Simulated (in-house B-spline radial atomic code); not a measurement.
# Fe+: [Ar] 3d6 4s1

Level of theory: non-relativistic BLYP, spin-polarised, spherical fractional occupations, point nucleus; calculated with a radial B-spline atomic code at the basis-set limit.

Screening seen three ways: the hydrogenic charge with the same mean radius, Z_r = [3n² - l(l+1)]/(2<r>), the one with the same energy, Z_e = n√(-2ε), and Slater's rules. Values are occupation-weighted means over spin.

```json
{"shell": "1s", "electrons": "2", "ε (eV)": "-6943.3", "<r> (bohr)": "0.05914", "Z_r": "25.36", "Z_e": "22.59", "Slater": "25.70"}
{"shell": "2s", "electrons": "2", "ε (eV)": "-813.93", "<r> (bohr)": "0.2701", "Z_r": "22.21", "Z_e": "15.47", "Slater": "21.85"}
{"shell": "2p", "electrons": "6", "ε (eV)": "-703.67", "<r> (bohr)": "0.2367", "Z_r": "21.12", "Z_e": "14.38", "Slater": "21.85"}
{"shell": "3s", "electrons": "2", "ε (eV)": "-99.45", "<r> (bohr)": "0.8206", "Z_r": "16.45", "Z_e": "8.11", "Slater": "14.75"}
{"shell": "3p", "electrons": "6", "ε (eV)": "-67.254", "<r> (bohr)": "0.8628", "Z_r": "14.49", "Z_e": "6.67", "Slater": "14.75"}
{"shell": "3d", "electrons": "6", "ε (eV)": "-16.782", "<r> (bohr)": "1.1", "Z_r": "9.54", "Z_e": "3.33", "Slater": "6.25"}
{"shell": "4s", "electrons": "1", "ε (eV)": "-12.757", "<r> (bohr)": "2.682", "Z_r": "8.95", "Z_e": "3.87", "Slater": "4.10"}
```

The least bound orbital is 4s up at -12.76 eV, and it is also the most diffuse (<r> = 2.682 bohr).
